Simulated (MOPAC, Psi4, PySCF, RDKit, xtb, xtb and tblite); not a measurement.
Two geometries of SMILES CCCCO[SiH3] (C4H12OSi), relaxed at GFN2-xTB with one dihedral held; other torsions can differ between them too.

Structure A

```
18

C      2.1989     2.0521    -2.6487
C      1.2657     1.3889    -1.6428
C      0.3750     0.3429    -2.3072
C     -0.5521    -0.3435    -1.3077
O     -1.5867    -1.0452    -1.9275
Si    -1.5426    -2.2926    -2.9567
H      2.8466     1.3125    -3.1138
H      1.6266     2.5457    -3.4308
H      2.8229     2.7954    -2.1583
H      1.8563     0.9131    -0.8564
H      0.6389     2.1490    -1.1719
H     -0.2454     0.8216    -3.0684
H      0.9872    -0.4130    -2.8033
H     -1.0291     0.4097    -0.6688
H      0.0234    -1.0222    -0.6654
H     -2.9679    -2.5585    -3.0548
H     -0.9394    -1.9356    -4.2456
H     -0.7738    -3.4146    -2.4063
```

Structure B

```
18

C      2.6548    -1.3677     0.6839
C      1.7162    -0.4886    -0.1334
C      0.3926    -1.1921    -0.4238
C     -0.5359    -0.3558    -1.3135
O     -0.5925    -0.8254    -2.6279
Si     0.5525    -0.8639    -3.7704
H      2.1956    -1.6358     1.6331
H      2.8850    -2.2838     0.1447
H      3.5867    -0.8461     0.8884
H      1.5175     0.4371     0.4116
H      2.1977    -0.2240    -1.0782
H      0.5759    -2.1419    -0.9276
H     -0.1071    -1.4099     0.5224
H     -0.2169     0.6934    -1.3095
H     -1.5643    -0.4001    -0.9377
H     -0.2480    -1.3482    -4.8820
H      1.1297     0.4673    -3.9904
H      1.6584    -1.7690    -3.4349
```

Task: Which is lower in energy at the level B3LYP-D3(BJ)/def2-SVP // GFN2-xTB run with Psi4, and by how much?

Result: A is lower, by 8.55 kJ/mol (dihedral C2–C3–C4–O5: 165° in A, 105° in B).

E(B) − E(A) in kJ/mol at the other levels, on the same two geometries: GFN2-xTB (xtb and tblite) 4.47; MMFF94 // GFN2-xTB (RDKit) 11.69; B3LYP/def2-SVP // GFN2-xTB (Psi4) 11.00; PBE/def2-SVP // GFN2-xTB (Psi4) 9.88; PBE-D3(BJ)/def2-SVP // GFN2-xTB (Psi4) 8.39; UFF // GFN2-xTB (RDKit) 7.03; PM7, restricted, heats of formation // GFN2-xTB (MOPAC) 4.11; AM1, restricted, heats of formation // GFN2-xTB (MOPAC) 2.93; GFN1-xTB // GFN2-xTB (xtb) 4.96; restricted B3LYP/6-31G*, spherical d, density fitting // GFN2-xTB (PySCF) 10.99; restricted BP86/6-31G*, spherical d, density fitting // GFN2-xTB (PySCF) 10.52; restricted B3LYP/3-21G // GFN2-xTB (PySCF) 9.95; restricted B3LYP/LANL2DZ, with its core potentials past Ne // GFN2-xTB (PySCF) 8.61.
